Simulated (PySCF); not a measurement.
An unknown is described by computed data only.

Formula: C5H6ClF3O.

* Dipole: 2.49 D [PBE0/pcSseg-1]
* NMR, other nuclei: isotropic shieldings of nuclei other than C and H, by class: 284 (1 O), 257 (3 F), 824 (1 Cl) ppm [GIAO PBE0/pcSseg-1]
* Rotational structure: rotational constants A, B, C: 1.888, 0.730, 0.602 GHz [GFN2-xTB]
* 1H NMR: chemical shifts (computed TMS as zero) by class: 4.19 (1 H), 3.98 (1 H), 3.26 (1 H), 3.10 (1 H), 1.31 (1 H), 0.97 (1 H) ppm [GIAO PBE0/pcSseg-1]
* 13C NMR: chemical shifts (computed TMS as zero) by class: 133.2 (1 C), 74.1 (1 C), 66.6 (1 C), 38.5 (1 C), 19.2 (1 C) ppm [GIAO PBE0/pcSseg-1]

The electronic properties come from PySCF, for the isolated species, density fitting. Levels stand in brackets. The structure is a single GFN2-xTB conformer in the gas phase; no vibrational or solvent corrections. NMR classes are plain means over equivalent atoms (diastereotopic ones count apart unless rotation or inversion swaps them), as if these changed places fast.

Question: Propose a structure and show how it fits.

Answer: Numbering: `[F:1][C:2]([F:3])([F:4])[CH2:5][O:6][C@@H:7]1[CH2:8][C@H:9]1[Cl:10]`. Its formula, C5H6ClF3O, gives 1 degree of unsaturation: 1 ring and 0 π bonds in the structure found. 5 carbons fall into 5 classes; from least to most shielded: CF3 carbon [C2] (133.2 ppm), chain sp3 carbon bound to oxygen [C5] (74.1 ppm), ring sp3 carbon bound to oxygen [C7] (66.6 ppm), sp3 C–Cl carbon [C9] (38.5 ppm), three-membered-ring carbon [C8] (19.2 ppm). Hydrogen classes from least to most shielded: 1 H on an sp3 carbon bound to oxygen, C5 (4.19 ppm), 1 H on an sp3 carbon bound to oxygen, C5 (3.98 ppm), 1 H on an sp3 C–Cl carbon, C9 (3.26 ppm), 1 H on an sp3 carbon bound to oxygen, C7 (3.10 ppm), 1 H on a three-membered-ring carbon, C8 (1.31 ppm), 1 H on a three-membered-ring carbon, C8 (0.97 ppm). The other shieldings belong to: 284 ppm, ether oxygen [O6]; 257 ppm, fluorine of a CF3 group [F1/F3/F4]; 824 ppm, alkyl chlorine [Cl10]. The optimised geometry has point group C1 and is an asymmetric top. Structure: `FC(F)(F)CO[C@H]1[C@@H](C1)Cl`. Computed isomers that give other values at the same levels: `C[C@@H](CC(F)(F)F)C(=O)Cl` (13C chemical shifts (computed TMS as zero) by class: 188.1 (1 C), 134.9 (1 C), 49.7 (1 C), 41.2 (1 C), 21.5 (1 C) ppm); `C[C@H](CC(=O)Cl)C(F)(F)F` (13C chemical shifts (computed TMS as zero) by class: 182.0 (1 C), 136.2 (1 C), 49.9 (1 C), 42.9 (1 C), 14.4 (1 C) ppm); `CC[C@H](F)C(F)(F)C(=O)Cl` (13C chemical shifts (computed TMS as zero) by class: 182.8 (1 C), 120.5 (1 C), 99.9 (1 C), 25.9 (1 C), 11.9 (1 C) ppm). The assignments are read from this structure; whether some other isomer fits the data as well wasn't checked. The mirror image fits equally.

Conformer computed: `[F:1][C:2]([F:3])([F:4])[CH2:5][O:6][C@@H:7]1[CH2:8][C@H:9]1[Cl:10]`: F1–C2–C5–O6 -43°, C2–C5–O6–C7 -71°, C5–O6–C7–C8 166°.
